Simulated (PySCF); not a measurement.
1-chloro-1,3-difluorobuta-1,2-diene (C₄H₃ClF₂), SMILES CC(F)=C=C(F)Cl. Coordinates come from a PBE-D3(BJ)/def2-SVP optimisation.

These are PBE-D3(BJ)/def2-SVP in PySCF values and carry that method's errors.

Harmonic wavenumbers (cm⁻¹): 87, 93, 128, 175, 300, 408, 440, 481, 528, 574, 614, 853, 962, 996, 1093, 1193, 1336, 1378, 1388, 1467, 2040, 2975, 3052, 3110. Rotational constants (GHz): 3.851, 0.9985, 0.9410; symmetry number 1.

Problem. Work out the zero-point energy and the ideal-gas rigid-rotor harmonic-oscillator thermochemistry at 298.15 K and 1 atm.

Solution. ZPE = ½ Σ hcν = ½ × 25670 cm⁻¹ = 153.54 kJ/mol. H − E(el) = 176.00 kJ/mol. Entropy in J/(mol K): translation 168.91, rotation 120.82, vibration 78.00, total 367.73. G − E(el) = 66.36 kJ/mol. Cp = 113.20 J/(mol K). Modes under 150 cm⁻¹ make the vibrational entropy uncertain.
